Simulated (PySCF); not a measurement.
Ge₂H₆O, SMILES [GeH3][O][GeH3]. Atoms are numbered in the order given.

```xyz
9

Ge     1.6082     0.0000     0.0624
O      0.0000     0.0000    -0.6924
Ge    -1.6082     0.0000     0.0624
H      2.6151     0.0000    -1.0964
H      1.7633     1.2633     0.9352
H      1.7633    -1.2633     0.9352
H     -1.7633    -1.2633     0.9352
H     -2.6151     0.0000    -1.0964
H     -1.7633     1.2633     0.9352
```

Coordinates come from a PBE0-D3(BJ)/def2-SVP optimisation.

Calculation: TDA-PBE/def2-SVPD in PySCF.

Vertical excitations. The molecule is in vacuum. State labels are in the subgroup C2v.

### Question
Estimate the UV-visible absorptions. (Estimate from the structure and the level; the computed values follow.)

### Answer

```csv
state,symmetry,energy (eV),λ (nm),f,main pairs
S1,B2,5.63,220,0.003,HOMO→LUMO 99 %
S2,A1,6.14,202,0.006,HOMO−1→LUMO 97 %
S3,B2,6.26,198,0.033,HOMO→LUMO+1 98 %
S4,A1,6.78,183,0.059,HOMO−1→LUMO+1 96 %
S5,A2,6.79,183,0.000,HOMO→LUMO+2 98 %
S6,B2,7.02,177,0.020,HOMO→LUMO+3 98 %
S7,B1,7.13,174,0.014,HOMO−2→LUMO 98 %
S8,A2,7.18,173,0.000,HOMO−3→LUMO 91 %
S9,B1,7.24,171,0.012,HOMO−1→LUMO+2 94 %
S10,A2,7.25,171,0.000,HOMO→LUMO+4 91 %
T1,B2,5.29,234,0,HOMO→LUMO 100 %
T2,A1,5.73,217,0,HOMO−1→LUMO 99 %
T3,B2,6.09,204,0,HOMO→LUMO+1 98 %
T4,A1,6.50,191,0,HOMO−1→LUMO+1 98 %
```
Triplets are in the Tamm–Dancoff approximation.
